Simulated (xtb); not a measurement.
C₂H₆Be, triplet, at a GFN2-xTB geometry (such geometries of metal compounds can be far from the true shape) (a higher spin typed on purpose: for a closed-shell molecule this is an excited state). Base run: GFN0-xTB run with xtb.

Geometry (Å):
```xyz
9

Be    -0.5915     0.7090    -0.6334
C      1.1344     0.0072    -0.7354
H      1.2898    -0.9839    -0.3376
H      1.7682     0.7126    -0.2164
H      1.3600     0.0162    -1.7934
C     -0.9478    -0.2332     0.9365
H     -1.2431    -1.2332     0.6522
H     -1.7892     0.2892     1.3721
H     -0.1393    -0.2810     1.6500
```
Charge 0, spin multiplicity 3.
All else is at xtb's defaults.
Base energy -8.22914 Eh.

The base run was repeated with changes; each row names its change, and settings that it needs were set with it.

| change | ΔE vs base (mEh) |
|---|---|
| base | 0.000 |
| etemp = 3000 | -2.104 |
| acc = 30 | 0.000 |
